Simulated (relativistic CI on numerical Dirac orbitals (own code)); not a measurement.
One change at a time: Dy57+

Base calculation: Dirac-Coulomb-Breit CI, separate exchange-only KLI orbitals for each configuration, a model potential for QED, unscaled Slater integrals.

CI space (outside the closed core 1s2): 2s²2p⁵, 2s2p⁶, 2p⁶3s, 2p⁶3p, 2p⁶3d, 2s²2p⁴3s, 2s²2p⁴3p, 2s²2p⁴3d, 2s2p⁵3s, 2s2p⁵3p, 2s2p⁵3d, 2s²2p⁴4s, 2s²2p⁴4p, 2s²2p⁴4d, 2s²2p⁴4f, 2s²2p³3s². Levels of other configurations are missing.

Variants: (1) configuration mixing switched off. Shifts of the energy above 2s²2p⁵ ²P°3/2, in eV, for the lowest level and the first level of each name with at least 55 % of one term (blank where a level changes its place among those of its configuration and J or its character, or is not in the variant):

```tsv
Level	Base	Δ(1)
2s²2p⁵ ²P°3/2	0.00	0.00
2s²2p⁵ ²P°1/2	824.21	-0.14
2s2p⁶ ²S1/2	1228.28	+0.71
2s²2p⁴3s ⁴P5/2	6655.30	+0.04
2s²2p⁴3s ²P3/2	6664.88	+0.10
2s²2p⁴3s ²S1/2	6710.19	+2.71
2s²2p⁴3p ²P°1/2	6821.73	+2.56
2s²2p⁴3p ⁴D°7/2	6999.05	-0.35
2s²2p⁴3d ²D3/2	7179.46	+1.95
2s²2p⁴3d ⁴F9/2	7181.30	-0.61
2s²2p⁴3d ²P1/2	7193.51	-0.53
2s²2p⁴3s ⁴P3/2	7481.75	+0.35
2s²2p⁴3s ²P1/2	7490.19	+0.38
2s²2p⁴3s ²D5/2	7501.63	+0.06
```

At this charge energies of transitions that change n are usually good to better than 1 %, and those within a shell (Δn = 0) to a few per cent.

Ionisation energy from the two ground configurations alone: base 12368.8 eV. The NIST ASD value (theoretical) is 12370 eV.

LS names give the leading component of a level, which can be under half, so a name can repeat, a term be missing and a line seem to break the LS rules.
